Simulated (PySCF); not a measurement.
C2H6O3Si, SMILES C(C)(O[SiH2]O)=O.

The structure is a stationary point at B3LYP-D3(BJ)/def2-SVP. One conformer was computed; it need not be the lowest.

Level of theory: PBE0/def2-TZVP in PySCF.

The molecule is in vacuum.

Computed frontier levels, gap, dipole moment and polarisability:
highest occupied level: -8.14 eV
lowest empty level: 0.00 eV
orbital gap: 8.13 eV
dipole moment: 2.66 D
quadrupole, principal values (traceless, Buckingham form, about the centre of nuclear charge): -9.83, 1.91, 7.92 D·Å
mean static polarisability: 57.0 bohr³ (8.44 Å³)
polarisability, principal values: 47.4, 56.5, 67.0 bohr³
